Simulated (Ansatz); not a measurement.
Ansatz (an electronic-structure program) input (HSE06/def2-TZVPD):

Ansatz 0.2 input:
```yaml
crystal:
  periodic: [false, false, false]
  atoms:
    - {symbol: Si, position_ang: [-2.14979165, -0.21274017, -0.33681531]}
    - {symbol: C, position_ang: [-0.34425749, -0.17764219, -0.13295896]}
    - {symbol: C, position_ang: [0.57361849, -1.12173267, -0.55876803]}
    - {symbol: C, position_ang: [1.92274627, -0.80024943, -0.24393471]}
    - {symbol: C, position_ang: [2.15690168, 0.39531770, 0.43803175]}
    - {symbol: S, position_ang: [0.59107872, 1.08722131, 0.65881360]}
    - {symbol: H, position_ang: [-2.92135924, -0.19396837, 0.94460150]}
    - {symbol: H, position_ang: [-2.59234521, -1.44365408, -1.05953624]}
    - {symbol: H, position_ang: [-2.71125405, 0.93746686, -1.11107737]}
    - {symbol: H, position_ang: [0.27599715, -2.02439021, -1.08600521]}
    - {symbol: H, position_ang: [2.73473126, -1.46679324, -0.52780632]}
basis:
  gaussian:
    orbitals: def2-TZVPD
hamiltonian:
  xc: {name: HSE06}
total_charge: -1
output: {forces: true}
```

End of the output:

```
integrals: 0.36 GiB planned
1562 factors; their error is unknown
integrals: 0.41 GiB planned
173 factors; integrals over basis functions are off by at most 3.2e-6 eV
0.48 GiB of the device are held for the grids
2.14 GiB of device memory are held for the factors and their scratch space
mean field: 1.91 GiB planned
mean field evaluation 1: about -22922.4911 eV, gradient 5.7e1 eV
mean field evaluation 2: about -22858.8393 eV, gradient 1.4e2 eV
mean field evaluation 4: about -22930.1713 eV, gradient 1.8e1 eV
mean field evaluation 8: about -22931.0163 eV, gradient 2.4e-1 eV
mean field evaluation 16: about -22931.0451 eV, gradient 6.4e-3 eV
mean field -22931.04514275 eV, -842.7003657753 hartree, gradient 3.9e-5 eV, S^2 0.000000; 0 other end points of the search recorded, 0 dependent functions left out
the calculation of the forces begins
reference -22931.04520976 eV, -842.7003682381 hartree; 30, 30 occupied and 252, 252 virtual orbitals, 1562 factors
Total energy: -22931.04520976 eV, -842.7003682381 hartree
Atom 0 at    -2.149792    -0.212740    -0.336815 Å, force     0.043152     0.013451     0.011814 eV/Å
Atom 1 at    -0.344257    -0.177642    -0.132959 Å, force     0.269864     0.142533     0.106031 eV/Å
Atom 2 at     0.573618    -1.121733    -0.558768 Å, force     0.064927     0.214914     0.124924 eV/Å
Atom 3 at     1.922746    -0.800249    -0.243935 Å, force    -0.186508     0.126909     0.050788 eV/Å
Atom 4 at     2.156902     0.395318     0.438032 Å, force    -0.269394     0.032397    -0.009703 eV/Å
Atom 5 at     0.591079     1.087221     0.658814 Å, force     0.131027    -0.447355    -0.232830 eV/Å
Atom 6 at    -2.921359    -0.193968     0.944601 Å, force    -0.032703    -0.004157     0.068561 eV/Å
Atom 7 at    -2.592345    -1.443654    -1.059536 Å, force    -0.014458    -0.067124    -0.038422 eV/Å
Atom 8 at    -2.711254     0.937467    -1.111077 Å, force    -0.021156     0.058025    -0.044417 eV/Å
Atom 9 at     0.275997    -2.024390    -1.086005 Å, force    -0.023085    -0.048753    -0.029193 eV/Å
Atom 10 at     2.734731    -1.466793    -0.527806 Å, force     0.038336    -0.020840    -0.007552 eV/Å
Dipole moment:    -0.960814    -0.376400    -0.305371 e Å
```

It need not be the lowest isomer of its formula. Whether it binds its extra electron was not tested at this geometry.
